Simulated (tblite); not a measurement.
A geometry optimisation, step by step.

Compound: C7H11ClSi2.
SMILES with atom numbers: `[CH:1]#[C:2][SiH2:3]/[CH:4]=[CH:5]/[Si@H:6]([Cl:7])[CH2:8][CH:9]=[CH2:10]` (hydrogens: H11 on C1; H12, H13 on Si3; H14 on C4; H15 on C5; H16 on Si6; H17, H18 on C8; H19 on C9; H20, H21 on C10)

Computed with GFN2-xTB (tblite), gas phase: L-BFGS steps from a force-field or distance-geometry start until the largest atomic force falls under 0.01 eV/Å. 9 of its 244 geometries are shown.

Step 0: E = -774.8425 eV, largest atomic force 4.438 eV/Å
```
atom  x, y, z in Å  |  force x, y, z in eV/Å
C1      4.549   -1.362    1.430   -1.047   1.956  -1.255
C2      4.036   -0.412    0.832    1.858  -3.452   2.080
Si3     3.327    0.991   -0.045    0.760   1.519  -0.349
C4      1.536    0.699   -0.287   -0.897   0.758  -0.078
C5      0.956   -0.483   -0.354    0.886  -0.694  -0.104
Si6    -0.836   -0.733   -0.596   -0.952  -1.089  -0.875
Cl7    -1.441   -0.480   -2.592    0.499  -0.231   0.686
C8     -1.892    0.412    0.431   -0.443   0.980   0.317
C9     -3.193    0.518   -0.287   -1.006   0.253   0.267
C10    -4.366    0.172    0.226   -0.493   0.018  -0.228
H11     4.993   -2.183    1.946   -0.248   0.419  -0.253
H12     4.015    1.257   -1.312    0.018  -0.126  -0.083
H13     3.484    2.191    0.794    0.010   0.008   0.074
H14     0.886    1.573   -0.359    0.183  -0.073  -0.032
H15     1.584   -1.369   -0.285   -0.050   0.096   0.018
H16    -1.151   -2.102   -0.140   -0.053   0.046  -0.270
H17    -1.465    1.435    0.514   -0.116  -0.556   0.011
H18    -2.056    0.027    1.449    0.106   0.178  -0.343
H19    -3.182    0.924   -1.299    0.138  -0.037   0.372
H20    -4.490   -0.234    1.230    0.152   0.143  -0.372
H21    -5.301    0.286   -0.351    0.695  -0.116   0.417
```

Step 30: E = -775.2340 eV, largest atomic force 0.034 eV/Å
```
atom  x, y, z in Å  |  force x, y, z in eV/Å
C1      4.559   -1.362    1.410    0.005  -0.001   0.000
C2      4.099   -0.413    0.834    0.004   0.001   0.017
Si3     3.377    1.056   -0.026   -0.010   0.007  -0.005
C4      1.534    0.722   -0.259    0.000  -0.009   0.001
C5      0.973   -0.486   -0.304   -0.017   0.003  -0.005
Si6    -0.860   -0.830   -0.606    0.010  -0.009  -0.002
Cl7    -1.215   -0.628   -2.596   -0.001   0.009  -0.016
C8     -1.955    0.415    0.354    0.017  -0.007   0.001
C9     -3.300    0.595   -0.263    0.018   0.009   0.017
C10    -4.437    0.178    0.263    0.014   0.012   0.003
H11     4.964   -2.192    1.914    0.005  -0.018  -0.002
H12     4.049    1.229   -1.320   -0.011  -0.004  -0.015
H13     3.553    2.244    0.819    0.001  -0.001   0.016
H14     0.898    1.593   -0.376   -0.006  -0.023  -0.015
H15     1.619   -1.350   -0.190   -0.002   0.026   0.022
H16    -1.208   -2.205   -0.243    0.005   0.016  -0.006
H17    -1.449    1.383    0.387   -0.005   0.005  -0.017
H18    -2.057    0.073    1.385   -0.030   0.010   0.001
H19    -3.298    1.101   -1.220   -0.018  -0.005   0.016
H20    -4.472   -0.333    1.212    0.013   0.009  -0.009
H21    -5.383    0.340   -0.227    0.009  -0.029  -0.003
```

Step 61: E = -775.2459 eV, largest atomic force 0.054 eV/Å
```
atom  x, y, z in Å  |  force x, y, z in eV/Å
C1      4.568   -1.404    1.373   -0.003   0.000   0.003
C2      4.083   -0.443    0.838    0.014   0.007   0.005
Si3     3.360    1.043    0.006   -0.020   0.006   0.000
C4      1.530    0.702   -0.297   -0.007  -0.003  -0.032
C5      0.941   -0.490   -0.206    0.041   0.011   0.023
Si6    -0.876   -0.790   -0.623    0.031   0.022  -0.022
Cl7    -1.132   -0.504   -2.619    0.009  -0.001   0.008
C8     -1.939    0.494    0.317   -0.047   0.021  -0.004
C9     -3.310    0.597   -0.258   -0.025  -0.028  -0.001
C10    -4.401    0.096    0.295   -0.012   0.022   0.011
H11     4.992   -2.244    1.843   -0.003  -0.012   0.002
H12     4.054    1.249   -1.272   -0.003   0.003  -0.009
H13     3.511    2.212    0.883   -0.002  -0.003   0.019
H14     0.925    1.548   -0.610    0.050  -0.019  -0.010
H15     1.548   -1.330    0.112   -0.041   0.000  -0.029
H16    -1.310   -2.151   -0.322    0.011  -0.041   0.014
H17    -1.446    1.466    0.261   -0.034   0.008   0.007
H18    -1.990    0.213    1.370   -0.027   0.015  -0.013
H19    -3.372    1.092   -1.220    0.012  -0.020   0.049
H20    -4.379   -0.405    1.251    0.027   0.011  -0.041
H21    -5.366    0.177   -0.177    0.028   0.001   0.021
```

Step 91: E = -775.2607 eV, largest atomic force 0.051 eV/Å
```
atom  x, y, z in Å  |  force x, y, z in eV/Å
C1      4.581   -1.501    1.338   -0.005  -0.002   0.001
C2      4.122   -0.518    0.820   -0.004  -0.011   0.004
Si3     3.428    1.009    0.039   -0.003  -0.022   0.034
C4      1.645    0.668   -0.472    0.009   0.002  -0.025
C5      0.918   -0.396   -0.133   -0.022  -0.004   0.020
Si6    -0.880   -0.662   -0.645   -0.015  -0.012   0.047
Cl7    -1.072   -0.342   -2.639    0.019   0.002  -0.010
C8     -2.007    0.601    0.260    0.000   0.001   0.001
C9     -3.404    0.548   -0.256   -0.013   0.003   0.022
C10    -4.409   -0.033    0.374    0.018  -0.014   0.010
H11     4.983   -2.362    1.790   -0.006   0.001  -0.008
H12     4.239    1.363   -1.132   -0.010  -0.009  -0.010
H13     3.446    2.081    1.045    0.004   0.026  -0.001
H14     1.180    1.423   -1.098   -0.009  -0.002  -0.009
H15     1.379   -1.155    0.489    0.004   0.028  -0.024
H16    -1.320   -2.031   -0.364    0.020   0.031  -0.021
H17    -1.603    1.606    0.120    0.003  -0.003  -0.011
H18    -1.997    0.391    1.330    0.001  -0.011  -0.013
H19    -3.560    1.007   -1.223    0.006  -0.015  -0.007
H20    -4.272   -0.496    1.338   -0.014  -0.009   0.010
H21    -5.404   -0.071   -0.036    0.016   0.021  -0.009
```

Step 122: E = -775.2678 eV, largest atomic force 0.029 eV/Å
```
atom  x, y, z in Å  |  force x, y, z in eV/Å
C1      4.505   -1.596    1.312   -0.012   0.015  -0.003
C2      4.104   -0.566    0.839   -0.004  -0.015   0.006
Si3     3.488    0.995    0.059    0.006  -0.003  -0.001
C4      1.748    0.662   -0.591    0.004   0.000  -0.004
C5      0.902   -0.228   -0.072    0.003  -0.005  -0.003
Si6    -0.855   -0.537   -0.679    0.000   0.003   0.008
Cl7    -0.960   -0.129   -2.663    0.001   0.004   0.001
C8     -2.066    0.637    0.234   -0.002   0.006   0.002
C9     -3.467    0.455   -0.237    0.008  -0.001   0.002
C10    -4.418   -0.135    0.463   -0.006   0.004   0.006
H11     4.856   -2.496    1.729    0.002  -0.001   0.014
H12     4.394    1.343   -1.042   -0.023   0.017  -0.004
H13     3.438    2.054    1.079    0.019  -0.010  -0.010
H14     1.414    1.248   -1.440    0.009  -0.005   0.004
H15     1.240   -0.818    0.772    0.000   0.004  -0.003
H16    -1.241   -1.937   -0.487   -0.004   0.011  -0.008
H17    -1.753    1.669    0.060   -0.009  -0.005  -0.008
H18    -2.011    0.455    1.307    0.008  -0.011  -0.002
H19    -3.675    0.822   -1.234    0.009   0.003   0.008
H20    -4.235   -0.511    1.457   -0.010  -0.001  -0.006
H21    -5.417   -0.257    0.082    0.000  -0.009   0.000
```

Step 152: E = -775.2706 eV, largest atomic force 0.026 eV/Å
```
atom  x, y, z in Å  |  force x, y, z in eV/Å
C1      4.456   -1.620    1.348   -0.001   0.008  -0.001
C2      4.103   -0.596    0.827   -0.006   0.001   0.011
Si3     3.529    0.973    0.029    0.020   0.004   0.011
C4      1.792    0.660   -0.638    0.024   0.010  -0.002
C5      0.902   -0.148   -0.065   -0.004  -0.017  -0.005
Si6    -0.841   -0.471   -0.700   -0.013  -0.008  -0.003
Cl7    -0.929    0.020   -2.666   -0.007   0.003  -0.001
C8     -2.092    0.630    0.247    0.002  -0.001  -0.001
C9     -3.488    0.405   -0.220   -0.003   0.005   0.002
C10    -4.433   -0.181    0.493   -0.007   0.012   0.006
H11     4.771   -2.516    1.803   -0.002   0.011  -0.007
H12     4.439    1.323   -1.068    0.001  -0.012  -0.004
H13     3.497    2.027    1.053    0.002   0.003  -0.003
H14     1.503    1.179   -1.546    0.002  -0.007   0.002
H15     1.197   -0.670    0.838   -0.002  -0.001   0.001
H16    -1.193   -1.887   -0.577   -0.008   0.007  -0.003
H17    -1.825    1.678    0.088    0.006   0.013   0.002
H18    -2.020    0.432    1.316   -0.008  -0.008   0.004
H19    -3.696    0.744   -1.227   -0.011  -0.006   0.002
H20    -4.250   -0.523    1.498    0.004  -0.012  -0.006
H21    -5.428   -0.331    0.111    0.008  -0.004  -0.005
```

Step 182: E = -775.2814 eV, largest atomic force 0.038 eV/Å
```
atom  x, y, z in Å  |  force x, y, z in eV/Å
C1      4.397   -1.474    1.711   -0.020   0.009   0.010
C2      4.070   -0.571    0.988   -0.013   0.004  -0.008
Si3     3.633    0.816   -0.157   -0.006   0.014   0.010
C4      1.846    0.637   -0.735    0.010   0.000  -0.004
C5      0.890   -0.087   -0.155   -0.015  -0.017  -0.003
Si6    -0.875   -0.268   -0.793   -0.001  -0.009  -0.003
Cl7    -1.010    0.612   -2.616    0.002   0.010   0.003
C8     -2.131    0.585    0.378   -0.012   0.003   0.012
C9     -3.529    0.411   -0.108   -0.001  -0.003  -0.001
C10    -4.438   -0.358    0.464    0.030   0.001  -0.003
H11     4.676   -2.262    2.351   -0.007  -0.010   0.005
H12     4.522    0.734   -1.323    0.005   0.015  -0.002
H13     3.795    2.087    0.564    0.008  -0.016  -0.006
H14     1.588    1.186   -1.633   -0.018   0.010  -0.032
H15     1.143   -0.640    0.742    0.010  -0.009   0.014
H16    -1.225   -1.679   -0.968    0.004  -0.002   0.011
H17    -1.898    1.651    0.436   -0.003  -0.009  -0.001
H18    -2.033    0.172    1.382    0.001  -0.007   0.001
H19    -3.774    0.956   -1.010    0.003   0.006  -0.005
H20    -4.226   -0.914    1.363    0.014  -0.003   0.001
H21    -5.431   -0.465    0.064    0.008   0.014   0.001
```

Step 213: E = -775.2956 eV, largest atomic force 0.036 eV/Å
```
atom  x, y, z in Å  |  force x, y, z in eV/Å
C1      3.992   -1.141    2.062    0.001   0.016   0.000
C2      3.886   -0.425    1.102    0.006  -0.003  -0.007
Si3     3.713    0.659   -0.388   -0.003   0.007  -0.001
C4      1.895    0.657   -0.887   -0.012  -0.007   0.000
C5      0.935   -0.062   -0.307   -0.003  -0.004  -0.015
Si6    -0.863   -0.124   -0.865    0.004   0.006   0.003
Cl7    -1.105    1.150   -2.425   -0.008  -0.002   0.000
C8     -2.047    0.404    0.545   -0.001  -0.012   0.000
C9     -3.461    0.416    0.075   -0.014   0.007   0.017
C10    -4.369   -0.485    0.401    0.005   0.019  -0.017
H11     4.088   -1.762    2.907   -0.002  -0.008   0.004
H12     4.522    0.099   -1.480    0.000   0.005   0.013
H13     4.148    2.020   -0.045   -0.003  -0.007   0.008
H14     1.623    1.283   -1.731    0.003  -0.019   0.006
H15     1.207   -0.685    0.538    0.004   0.006  -0.008
H16    -1.225   -1.465   -1.332    0.003  -0.004  -0.011
H17    -1.771    1.398    0.901   -0.004   0.015  -0.006
H18    -1.942   -0.286    1.383    0.007  -0.002  -0.010
H19    -3.718    1.222   -0.600    0.010   0.016   0.002
H20    -4.141   -1.302    1.065    0.004  -0.025   0.026
H21    -5.377   -0.442    0.026    0.004  -0.004  -0.003
```

Step 243: E = -775.2981 eV, largest atomic force 0.009 eV/Å
```
atom  x, y, z in Å  |  force x, y, z in eV/Å
C1      3.932   -1.125    2.094   -0.001   0.003  -0.006
C2      3.846   -0.425    1.120    0.002  -0.005   0.007
Si3     3.705    0.646   -0.383    0.005   0.001   0.002
C4      1.905    0.616   -0.941    0.000  -0.002  -0.001
C5      0.923   -0.053   -0.339   -0.004  -0.005   0.002
Si6    -0.873   -0.097   -0.903   -0.005   0.001  -0.001
Cl7    -1.122    1.208   -2.434   -0.002   0.002  -0.003
C8     -2.023    0.411    0.541    0.001   0.000   0.002
C9     -3.450    0.421    0.113    0.004  -0.002   0.000
C10    -4.329   -0.515    0.419    0.001   0.004   0.003
H11     4.010   -1.737    2.946   -0.001   0.002   0.001
H12     4.563    0.095   -1.440    0.004   0.001  -0.001
H13     4.103    2.015   -0.027    0.000   0.002   0.001
H14     1.660    1.191   -1.827   -0.001   0.004  -0.001
H15     1.172   -0.629    0.546    0.002  -0.003   0.000
H16    -1.251   -1.424   -1.397    0.001  -0.003  -0.003
H17    -1.742    1.403    0.900   -0.002  -0.003  -0.002
H18    -1.889   -0.290    1.365    0.002   0.002   0.002
H19    -3.738    1.253   -0.516   -0.004   0.000   0.000
H20    -4.066   -1.357    1.040   -0.003   0.003  -0.003
H21    -5.347   -0.479    0.072    0.000  -0.001   0.002
```

**Question.** Summarise the path.

**Answer.** The energy falls by 43.96 kJ/mol from step 0 to step 243; nine tenths of that is first reached at step 74. It rises by more than 0.2 meV at step 1. The largest force goes from 4.438 to 0.009 eV/Å. Among the bonds Si6–Cl7 changes most, from 2.101 to 2.027 Å; the atoms move by 1.007 Å rms after alignment.

**Question.** Follow the three bonds and two angles with the largest change from start to end.

**Answer.** 
```json
{"step": "0", "E above end (kJ/mol)": "43.96", "largest force (eV/Å)": "4.438", "Si6–Cl7 (Å)": "2.101", "C5–Si6 (Å)": "1.826", "Si3–C4 (Å)": "1.831", "Si6–C8–C9 (°)": "105.8", "C5–Si6–H16 (°)": "107.2"}
{"step": "11", "E above end (kJ/mol)": "8.87", "largest force (eV/Å)": "0.164", "Si6–Cl7 (Å)": "2.044", "C5–Si6 (Å)": "1.885", "Si3–C4 (Å)": "1.883", "Si6–C8–C9 (°)": "109.3", "C5–Si6–H16 (°)": "111.9"}
{"step": "21", "E above end (kJ/mol)": "6.75", "largest force (eV/Å)": "0.083", "Si6–Cl7 (Å)": "2.036", "C5–Si6 (Å)": "1.891", "Si3–C4 (Å)": "1.889", "Si6–C8–C9 (°)": "111.4", "C5–Si6–H16 (°)": "111.9"}
{"step": "32", "E above end (kJ/mol)": "6.13", "largest force (eV/Å)": "0.047", "Si6–Cl7 (Å)": "2.031", "C5–Si6 (Å)": "1.890", "Si3–C4 (Å)": "1.888", "Si6–C8–C9 (°)": "112.8", "C5–Si6–H16 (°)": "111.0"}
{"step": "42", "E above end (kJ/mol)": "5.89", "largest force (eV/Å)": "0.042", "Si6–Cl7 (Å)": "2.032", "C5–Si6 (Å)": "1.888", "Si3–C4 (Å)": "1.888", "Si6–C8–C9 (°)": "112.9", "C5–Si6–H16 (°)": "110.7"}
{"step": "53", "E above end (kJ/mol)": "5.43", "largest force (eV/Å)": "0.050", "Si6–Cl7 (Å)": "2.033", "C5–Si6 (Å)": "1.886", "Si3–C4 (Å)": "1.885", "Si6–C8–C9 (°)": "112.0", "C5–Si6–H16 (°)": "112.3"}
{"step": "63", "E above end (kJ/mol)": "4.91", "largest force (eV/Å)": "0.061", "Si6–Cl7 (Å)": "2.031", "C5–Si6 (Å)": "1.888", "Si3–C4 (Å)": "1.885", "Si6–C8–C9 (°)": "111.9", "C5–Si6–H16 (°)": "113.0"}
{"step": "74", "E above end (kJ/mol)": "4.36", "largest force (eV/Å)": "0.047", "Si6–Cl7 (Å)": "2.031", "C5–Si6 (Å)": "1.887", "Si3–C4 (Å)": "1.883", "Si6–C8–C9 (°)": "111.4", "C5–Si6–H16 (°)": "112.6"}
{"step": "85", "E above end (kJ/mol)": "3.82", "largest force (eV/Å)": "0.045", "Si6–Cl7 (Å)": "2.031", "C5–Si6 (Å)": "1.888", "Si3–C4 (Å)": "1.886", "Si6–C8–C9 (°)": "111.5", "C5–Si6–H16 (°)": "112.3"}
{"step": "95", "E above end (kJ/mol)": "3.51", "largest force (eV/Å)": "0.045", "Si6–Cl7 (Å)": "2.032", "C5–Si6 (Å)": "1.887", "Si3–C4 (Å)": "1.887", "Si6–C8–C9 (°)": "111.5", "C5–Si6–H16 (°)": "111.4"}
{"step": "106", "E above end (kJ/mol)": "3.35", "largest force (eV/Å)": "0.101", "Si6–Cl7 (Å)": "2.032", "C5–Si6 (Å)": "1.887", "Si3–C4 (Å)": "1.886", "Si6–C8–C9 (°)": "111.5", "C5–Si6–H16 (°)": "111.5"}
{"step": "116", "E above end (kJ/mol)": "3.05", "largest force (eV/Å)": "0.066", "Si6–Cl7 (Å)": "2.027", "C5–Si6 (Å)": "1.884", "Si3–C4 (Å)": "1.885", "Si6–C8–C9 (°)": "111.6", "C5–Si6–H16 (°)": "111.3"}
{"step": "127", "E above end (kJ/mol)": "2.84", "largest force (eV/Å)": "0.030", "Si6–Cl7 (Å)": "2.029", "C5–Si6 (Å)": "1.884", "Si3–C4 (Å)": "1.887", "Si6–C8–C9 (°)": "111.4", "C5–Si6–H16 (°)": "111.0"}
{"step": "137", "E above end (kJ/mol)": "2.75", "largest force (eV/Å)": "0.019", "Si6–Cl7 (Å)": "2.029", "C5–Si6 (Å)": "1.885", "Si3–C4 (Å)": "1.888", "Si6–C8–C9 (°)": "111.7", "C5–Si6–H16 (°)": "111.5"}
{"step": "148", "E above end (kJ/mol)": "2.69", "largest force (eV/Å)": "0.017", "Si6–Cl7 (Å)": "2.028", "C5–Si6 (Å)": "1.884", "Si3–C4 (Å)": "1.888", "Si6–C8–C9 (°)": "111.6", "C5–Si6–H16 (°)": "111.3"}
{"step": "158", "E above end (kJ/mol)": "2.57", "largest force (eV/Å)": "0.029", "Si6–Cl7 (Å)": "2.028", "C5–Si6 (Å)": "1.884", "Si3–C4 (Å)": "1.888", "Si6–C8–C9 (°)": "111.9", "C5–Si6–H16 (°)": "110.9"}
{"step": "169", "E above end (kJ/mol)": "1.97", "largest force (eV/Å)": "0.068", "Si6–Cl7 (Å)": "2.030", "C5–Si6 (Å)": "1.885", "Si3–C4 (Å)": "1.887", "Si6–C8–C9 (°)": "111.0", "C5–Si6–H16 (°)": "111.3"}
{"step": "180", "E above end (kJ/mol)": "1.63", "largest force (eV/Å)": "0.033", "Si6–Cl7 (Å)": "2.030", "C5–Si6 (Å)": "1.886", "Si3–C4 (Å)": "1.887", "Si6–C8–C9 (°)": "111.3", "C5–Si6–H16 (°)": "110.9"}
{"step": "190", "E above end (kJ/mol)": "1.28", "largest force (eV/Å)": "0.141", "Si6–Cl7 (Å)": "2.028", "C5–Si6 (Å)": "1.884", "Si3–C4 (Å)": "1.884", "Si6–C8–C9 (°)": "110.9", "C5–Si6–H16 (°)": "110.9"}
{"step": "201", "E above end (kJ/mol)": "0.59", "largest force (eV/Å)": "0.126", "Si6–Cl7 (Å)": "2.031", "C5–Si6 (Å)": "1.884", "Si3–C4 (Å)": "1.886", "Si6–C8–C9 (°)": "110.5", "C5–Si6–H16 (°)": "111.1"}
{"step": "211", "E above end (kJ/mol)": "0.26", "largest force (eV/Å)": "0.025", "Si6–Cl7 (Å)": "2.029", "C5–Si6 (Å)": "1.883", "Si3–C4 (Å)": "1.886", "Si6–C8–C9 (°)": "110.9", "C5–Si6–H16 (°)": "111.2"}
{"step": "222", "E above end (kJ/mol)": "0.12", "largest force (eV/Å)": "0.029", "Si6–Cl7 (Å)": "2.028", "C5–Si6 (Å)": "1.884", "Si3–C4 (Å)": "1.886", "Si6–C8–C9 (°)": "110.9", "C5–Si6–H16 (°)": "111.0"}
{"step": "232", "E above end (kJ/mol)": "0.04", "largest force (eV/Å)": "0.024", "Si6–Cl7 (Å)": "2.028", "C5–Si6 (Å)": "1.884", "Si3–C4 (Å)": "1.886", "Si6–C8–C9 (°)": "111.0", "C5–Si6–H16 (°)": "111.6"}
{"step": "243", "E above end (kJ/mol)": "0.00", "largest force (eV/Å)": "0.009", "Si6–Cl7 (Å)": "2.027", "C5–Si6 (Å)": "1.883", "Si3–C4 (Å)": "1.885", "Si6–C8–C9 (°)": "111.1", "C5–Si6–H16 (°)": "111.6"}
```

The cost below is that of the whole relaxation. On one thread, Arm Neoverse N1 (aarch64), no GPU, shared host with 64 logical CPUs at a one-minute load of 52, this took 5.0 s wall.
